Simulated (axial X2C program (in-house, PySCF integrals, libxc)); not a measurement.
## Low determinants of SnTe at the PBE0 level, 2c

Computed with an axial X2C code built on PySCF integrals. Two-component (2c) means X2C with spin–orbit coupling and atomic mean-field two-electron Coulomb and Gaunt terms. Basis: Te dyall-cv3z [11s12p8d4f1g], Sn dyall-cv3z [11s12p9d4f1g] (cores contracted in-house); Gaussian nuclei, density fitting, unrestricted open shells. Masses: Te 129.906 u, Sn 119.902 u.

Search at 2.580 Å (vertical energies from the lowest determinant):

```
ΔE (eV)  state  electrons beyond evenly filled partner blocks  electrons in ±ω = 1/2, 3/2, 5/2, 7/2
   0.00  Ω = 0                                           none                             64 30 8 0
   1.71  Ω = 1                              ω = -1/2, ω = 3/2                             65 29 8 0
   1.86  Ω = 2                               ω = 1/2, ω = 3/2                             65 29 8 0
   2.03  Ω = 3                                    2 × ω = 3/2                             64 30 8 0
   2.08  Ω = 1                                    2 × ω = 1/2                             64 30 8 0
   2.40  Ω = 1                              ω = -1/2, ω = 3/2                             63 31 8 0
   2.47  Ω = 2                               ω = 1/2, ω = 3/2                             63 31 8 0
```

Lowest determinant, Ω = 0 (closed shell): Re = 2.525 Å, ωe = 264.1 cm⁻¹.

The determinant in row 2 of the search, Ω = 1 (⟨Sz⟩ = 0.99, ⟨Lz⟩ = 0.01 at PBE0), was followed along the bond at PBE0; measured from the minimum of the lowest determinant it gives:

Te = 1.505 eV (12141 cm⁻¹), Re = 2.796 Å, ωe = 179.4 cm⁻¹.

(1) Compare the bond of the determinant in row 2 with that of the lowest one.

The search compares states at one distance, so a state with another bond length can lie lower; it is not exhaustive and yields mostly the lowest determinant of each block pattern, so other components and higher states of one pattern are missing. These are energies of single determinants, not of spin-adapted states; PBE0 term energies can be off by some tenths of an eV, and the functional has no current term. Open-shell Ω = 0 determinants with evenly filled partner blocks cannot be reached by this program, so the Ω shown need not be the lowest component.

## Answers

(1) At PBE0 its Re is 0.271 Å longer and its force constant, which goes as ωe², is 0.46 times that of the lowest determinant. T0 ≈ Te + Δωe/2 = 12141 + (-42) = 12099 cm⁻¹.
